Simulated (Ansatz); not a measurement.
`O=CC([SiH3])[SeH]` → `CC1(O)[SiH2][Se]1`  (isomerisation)

Calculated with Ansatz (gas phase, PBE0-D4/def2-TZVP geometries, no zero-point term in ΔE). CBS: MP2 limit from def2 TZ/QZ plus the TZ coupled-cluster correction, frozen cores. Functionals use def2-TZVPP. For Se outer-core shells are correlated without core-valence functions, which leaves a few kJ/mol of doubt a bond. Scalar relativity is left out up to krypton. Each species was taken in one conformer, which may not be the lowest.

CCSD(T)/CBS gives -0.50 eV.

(1) Another level gave -0.40 eV. Which?
A. PBE0/def2-TZVPP
B. ωB97X-V/def2-TZVPP
C. MP2/def2-TZVPP
D. HF/def2-TZVPP

Largest T1 diagnostic among the species: 0.013.

## Answers

(1) B. ωB97X-V -0.40, HF/def2-TZVPP -0.17, MP2/def2-TZVPP -0.50, PBE0 -0.58 eV.

From PBE to PBE0 (25 % exact exchange), in def2-TZVPP and without D4, ΔE moves by −0.04 eV. In def2-TZVPP, CCSD(T) changes the Hartree–Fock value by −0.22 eV (the triples alone add −0.03 eV) and MP2 by −0.33 eV.
